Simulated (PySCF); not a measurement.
A structure optimised at PBE-D3(BJ)/def2-SVP, used in a PySCF frequency run:

```xyz
7

Zr     0.0197     0.0849    -0.1412
Cl    -0.2126     1.3600     1.8320
Cl     1.9883    -1.1986    -0.0200
Cl    -1.9598    -1.1233    -0.5395
N      0.2456     1.3515    -1.6775
H      1.1392     1.7390    -2.0063
H     -0.5171     1.7581    -2.2341
```

Question: Write its SMILES and formula.

Answer: [NH2][Zr]([Cl])([Cl])[Cl], Cl₃H₂NZr

Question: What are its rotational constants (standard atomic weights)?

Answer: 1.3627, 1.2752, 0.93637 GHz
